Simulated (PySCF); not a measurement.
C4H6F2. Atoms are numbered in the order given.

```xyz
12

C     -1.7361    -0.6297    -0.1886
C     -0.7191     0.3867    -0.6765
F     -0.6243     1.3942     0.2809
C      0.6397    -0.2068    -0.9299
C      1.5046    -0.5387     0.0304
F      1.2295    -0.3890     1.3286
H     -1.3828    -1.0824     0.7499
H     -2.7034    -0.1379    -0.0054
H     -1.8790    -1.4279    -0.9326
H     -1.0791     0.8636    -1.6071
H      0.9593    -0.3781    -1.9619
H      2.5040    -0.9532    -0.1406
```

Geometry optimised at r2SCAN-D4/def2-SVP. The structure was generated by enumeration; whether it is a known compound was not checked. The values are those of a single conformer.

All values below come from TDDFT-B3LYP/def2-SVPD in PySCF.

Vertical excitations. 

```csv
state,energy (eV),λ (nm),f,main pairs
S1,6.70,185,0.022,HOMO→LUMO+1 97 %
S2,6.98,178,0.278,HOMO→LUMO 90 %
S3,7.56,164,0.012,HOMO−1→LUMO 83 %
S4,7.70,161,0.004,HOMO→LUMO+2 83 %
S5,7.81,159,0.008,HOMO→LUMO+3 78 %
S6,7.95,156,0.018,HOMO−2→LUMO 80 %
S7,8.24,150,0.015,HOMO→LUMO+4 78 %
S8,8.58,145,0.030,"HOMO−1→LUMO+1 49 %, HOMO→LUMO+5 45 %"
S9,8.63,144,0.005,"HOMO−1→LUMO+1 48 %, HOMO→LUMO+5 44 %"
S10,8.82,141,0.005,HOMO−2→LUMO+1 96 %
T1,4.27,291,0,HOMO→LUMO 95 %
T2,6.55,189,0,HOMO→LUMO+1 95 %
T3,7.24,171,0,HOMO−1→LUMO 84 %
T4,7.60,163,0,HOMO→LUMO+2 84 %
```
Triplets are in the Tamm–Dancoff approximation, which puts them higher than full response would, so one can lie above its singlet here.
